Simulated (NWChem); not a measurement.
System: CuH2OI; SMILES [OH2]->[Cu][I]

```xyz
5

Cu     0.0006     1.1288    -0.0002
I     -0.0013    -1.2557    -0.0386
O      0.0022     3.1003     0.0845
H      0.7780     3.5196     0.4767
H     -0.7659     3.5195     0.4918
```
Atoms are numbered in this order, from 1.

Level: PBE0/def2-SVP with def2 effective core potentials on I (NWChem), optimised geometry, unscaled harmonic frequencies. def2 effective core potentials on I; no spin-orbit coupling.

List the harmonic frequencies with IR intensities, and the thermochemistry.


| frequency (cm⁻¹) | IR intensity (km/mol) |
|---|---|
| 87 | 8.6 |
| 87 | 0.1 |
| 229 | 9.0 |
| 365 | 279.0 |
| 405 | 18.9 |
| 557 | 18.7 |
| 1614 | 81.5 |
| 3847 | 88.7 |
| 3937 | 169.9 |

```
Property                                                                            Value
-----------------------------------------------------------------------  ----------------
zero-point energy                                                           15.9 kcal/mol
thermal correction to the enthalpy at 298.15 K (with zero-point energy)     20.1 kcal/mol
heat capacity Cv                                                         15.8 cal/(mol K)
entropy at 298.15 K and 1 atm (symmetry number 1)                        78.0 cal/(mol K)
```

Rigid rotor and harmonic oscillator; modes under 100 cm⁻¹ make the entropy uncertain.
